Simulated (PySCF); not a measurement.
CH9FOSi3, SMILES C[SiH2][SiH2]O[SiH2]F.

The structure is a stationary point at r2SCAN-D4/def2-SVP. The structure was generated by enumeration, and PubChem lists no compound with its InChIKey, so it may never have been made. Other conformers were not sampled.

Two levels are set side by side: PBE/def2-TZVP (PySCF) and B3LYP/def2-TZVP (PySCF). Same geometry, gas phase. Differences are taken from unrounded values.

```tsv
quantity	B3LYP	PBE	PBE minus B3LYP
orbital gap (eV)	6.98	5.33	-1.65
highest occupied level (eV)	-7.60	-6.63	0.97
lowest empty level (eV)	-0.63	-1.31	-0.68
dipole moment (D)	0.86	0.90	0.04
mean polarisability (bohr³)	93.6	97.6	3.9
```

Without exact exchange PBE keeps part of each electron's self-repulsion, which lifts occupied levels and narrows the gap. PBE's more diffuse valence density responds more strongly to a field. Differences between two approximate levels are no errors against the true value.

Rough cost on one machine, each run with all the roots and properties that it gave: B3LYP against PBE within a factor of 2.
